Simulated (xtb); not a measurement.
F6OSi2, charge -1, doublet, from a rough starting geometry (a state made from the parent by changing its charge; the spin is typed, not shown lowest); xtb with GFN2-xTB.

The xtb input:
```
$ xtb mol.xyz --gfn 2 --chrg -1 --uhf 1 --opt vtight --json

# file mol.xyz
9

F      2.17163093     0.30584623    -1.21943753
Si     1.48087179     0.33810427     0.21224939
F      2.40065746    -0.48817837     1.23775547
F      1.37526803     1.78791973     0.79119133
O      0.05722692    -0.41007254     0.21837189
Si    -1.50549920    -0.40382681    -0.17521901
F     -1.67086713     0.05726772    -1.72723850
F     -2.28704477     0.60054849     0.68843946
F     -2.04177767    -1.86687852     0.01387766
```

The log (banner, timings and long lists left out):

```
   ID    Z sym.   atoms
    1    9 F      1, 3, 4, 7-9
    2   14 Si     2, 6
    3    8 O      5

           -------------------------------------------------
          |                Calculation Setup                |
           -------------------------------------------------

           -------------------------------------------------
          |                 G F N 2 - x T B                 |
           -------------------------------------------------

          ...................................................
          :                      SETUP                      :
          :.................................................:
          :  # basis functions                  48          :
          :  # atomic orbitals                  46          :
          :  # shells                           20          :
          :  # electrons                        57          :
          :  max. iterations                   250          :
          :  Hamiltonian                  GFN2-xTB          :
          :  restarted?                      false          :
          :  GBSA solvation                  false          :
          :  PC potential                    false          :
          :  electronic temp.          300.0000000     K    :
          :  accuracy                    1.0000000          :
          :  -> integral cutoff          0.2500000E+02      :
          :  -> integral neglect         0.1000000E-07      :
          :  -> SCF convergence          0.1000000E-05 Eh   :
          :  -> wf. convergence          0.1000000E-03 e    :
          :  Broyden damping             0.4000000          :
          :  net charge                         -1          :
          :  unpaired electrons                  1          :
          ...................................................

 iter      E             dE          RMSdq      gap      omega  full diag
   1    -36.5459818 -0.365460E+02  0.990E+00    0.19       0.0  T
   2    -36.5822520 -0.362701E-01  0.681E+00    0.25       1.0  T
   3    -36.5774469  0.480507E-02  0.249E+00    0.30       1.0  T
   4    -36.5628961  0.145508E-01  0.313E+00    0.42       1.0  T
   5    -36.5839335 -0.210374E-01  0.139E+00    0.38       1.0  T
   6    -36.5864531 -0.251961E-02  0.793E-01    0.41       1.0  T
   7    -36.5872270 -0.773885E-03  0.284E-01    0.44       1.0  T
   8    -36.5872175  0.950675E-05  0.130E-01    0.44       1.0  T
[...]
 * total energy  :   -36.5647970 Eh     change       -0.1384065E-04 Eh
 * total energy  :   -36.5648042 Eh     change       -0.7228551E-05 Eh
 * total energy  :   -36.5648121 Eh     change       -0.7877244E-05 Eh
 * total energy  :   -36.5648151 Eh     change       -0.2992233E-05 Eh
 * total energy  :   -36.5648185 Eh     change       -0.3355515E-05 Eh
 * total energy  :   -36.5648200 Eh     change       -0.1494033E-05 Eh
 * total energy  :   -36.5648213 Eh     change       -0.1310392E-05 Eh
 * total energy  :   -36.5648225 Eh     change       -0.1254438E-05 Eh
 * total energy  :   -36.5648233 Eh     change       -0.7822288E-06 Eh
 * total energy  :   -36.5648237 Eh     change       -0.3954653E-06 Eh
 * total energy  :   -36.5648239 Eh     change       -0.1872824E-06 Eh
 * total energy  :   -36.5648240 Eh     change       -0.8253767E-07 Eh
   *** GEOMETRY OPTIMIZATION CONVERGED AFTER 54 ITERATIONS ***
         :: total energy             -36.564823963000 Eh    ::
[...]
     3   9 F        0.705    -0.301    12.348     4.149
     4   9 F        0.705    -0.293    12.252     4.133
     5   8 O        1.526    -0.443    21.793     6.297
     6  14 Si       2.911     0.611   167.485    28.352
     7   9 F        0.705    -0.321    12.579     4.188
     8   9 F        0.702    -0.388    13.380     4.319
     9   9 F        0.705    -0.319    12.552     4.183

 Mol. C6AA /au·bohr⁶  :       2476.688809
 Mol. C8AA /au·bohr⁸  :      99754.426626
 Mol. α(0) /au        :         87.582202

Wiberg/Mayer (AO) data.
largest (>0.10) Wiberg bond orders for each atom

 ---------------------------------------------------------------------------
     #   Z sym  total        # sym  WBO       # sym  WBO       # sym  WBO
 ---------------------------------------------------------------------------
     1   9 F    1.163 --     2 Si   1.032
     2  14 Si   4.553 --     5 O    1.488     1 F    1.032     4 F    1.007
                             3 F    0.995
     3   9 F    1.124 --     2 Si   0.995
     4   9 F    1.138 --     2 Si   1.007
     5   8 O    2.305 --     2 Si   1.488     6 Si   0.610
     6  14 Si   3.502 --     9 F    0.987     7 F    0.985     8 F    0.885
                             5 O    0.610
     7   9 F    1.098 --     6 Si   0.985
     8   9 F    0.987 --     6 Si   0.885
     9   9 F    1.101 --     6 Si   0.987
 ---------------------------------------------------------------------------

Topologies differ in total number of bonds
Writing topology from bond orders to xtbtopo.mol

molecular dipole:
                 x           y           z       tot (Debye)
 q only:        0.775       0.186       0.682
   full:        1.297       0.239       0.400       3.502
molecular quadrupole (traceless):
                xx          xy          yy          xz          yz          zz
 q only:      -17.645      -4.137       6.569      -5.973      -0.368      11.076
  q+dip:      -20.920      -4.684       7.957      -5.327      -0.206      12.963
   full:      -20.092      -4.625       8.242      -4.373      -0.197      11.850

optimized geometry written to: xtbopt.xyz

           -------------------------------------------------
          | TOTAL ENERGY              -36.564823963000 Eh   |
          | GRADIENT NORM               0.000058642476 Eh/α |
          | HOMO-LUMO GAP               3.849407836825 eV   |
           -------------------------------------------------

normal termination of xtb
```
